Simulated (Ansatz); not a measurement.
The lowest singlet and triplet of ClIn (SMILES [Cl][In]); geometries from B3LYP-D3(BJ)/def2-TZVP, each state relaxed from the structure named, with no frequency check.
Singlet at the triplet's geometry (charge 0, multiplicity 1):
```xyz
2

Cl     0.00000     0.00000    -1.78372
In     0.00000     0.00000     0.61884
```

A positive gap puts the triplet lower; no zero-point energy. R- takes a restricted singlet. The triplet is unrestricted in single-reference levels.

Cores are frozen in the correlated methods. Filled d and f shells under p-block atoms count as core.

Programs: Ansatz (a first-principles code) with Gaussian orbitals.  In def2 rows elements past Kr take small-core potentials, without spin–orbit coupling.

**Question.** One of these levels gives -326.3 kJ/mol for the gap E(singlet) − E(triplet), vertical, at the triplet's geometry. Which?
A. R-HF/def2-SVP
B. R-r2SCAN/def2-TZVPP
C. R-MP2/def2-TZVPP

**Answer.** B, R-r2SCAN/def2-TZVPP. The others give -252.4 (R-HF/def2-SVP), -299.5 (R-MP2/def2-TZVPP)
